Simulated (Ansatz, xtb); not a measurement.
# Relative energy of two isomers of C4H7FOS2

Structure X is `CSCC(=S)OCF`, a singlet and structure Y is `CC(=O)CSSCF`, a singlet. Both are isolated molecules in the gas phase, relaxed with PBE0-D3(BJ)/def2-SVP, each in the lowest conformer that the search found.

Quicker runs give these differences E(Y) − E(X): GFN2-xTB −0.479 eV; HF/STO-3G −0.372 eV (at GFN2-xTB geometries); r2SCAN-D4/def2-SVP −0.191 eV (at GFN2-xTB geometries).

Task: Estimate E(Y) − E(X) at the level CCSD(T)/def2-SVP + ΔMP2/def2-TZVPP.

Result: Calculated at CCSD(T)/def2-SVP + ΔMP2/def2-TZVPP: E(Y) − E(X) = −0.389 eV, so structure Y lies lower.

The same difference at several levels:

```csv
level,geometry,E(Y) − E(X) (eV),departure from the last row (eV),"job, with rough time for the two"
GFN2-xTB,GFN2-xTB,−0.479,−0.089,"optimisation, 0.27 s"
HF/STO-3G,GFN2-xTB,−0.372,+0.017,"single point, 0.4 s"
r2SCAN-D4/def2-SVP,GFN2-xTB,−0.191,+0.198,"single point, 3.9 s"
PBE0-D3(BJ)/def2-SVP,PBE0-D3(BJ)/def2-SVP,−0.235,+0.154,"optimisation, 59 s"
HF/def2-SVP,PBE0-D3(BJ)/def2-SVP,−0.221,+0.169,part of the CCSD(T) run
MP2/def2-SVP,PBE0-D3(BJ)/def2-SVP,−0.133,+0.256,part of the CCSD(T) run
CCSD(T)/def2-SVP,PBE0-D3(BJ)/def2-SVP,−0.178,+0.211,single point
CCSD(T)/def2-SVP + ΔMP2/def2-TZVPP,PBE0-D3(BJ)/def2-SVP,−0.389,,"single point, 1.8 min"
```

As drawn, Y has 1 C–C, 1 C=O, 1 S–S in place of 1 C=S, 2 C–O.

None of the levels shown reverses the order. The largest departure from CCSD(T)/def2-SVP + ΔMP2/def2-TZVPP is that of MP2/def2-SVP, 0.256 eV. The last row adds to CCSD(T) the change of the MP2 difference between the two basis sets, here −0.211 eV, a large step that makes the value less sure.

With thermal terms from frequencies at re-optimised GFN2-xTB minima (ideal gas, soft modes damped towards free rotors, one conformer each, 298.15 K, 1 atm): the zero-point term adds −0.017 eV; ΔH is −0.395 and ΔG −0.419 eV.

The correlated steps freeze 16 core orbitals. Codes used: Ansatz 0.2.0, xtb 6.7.1; the last row on 4 threads of Arm Neoverse V2 on a shared host.
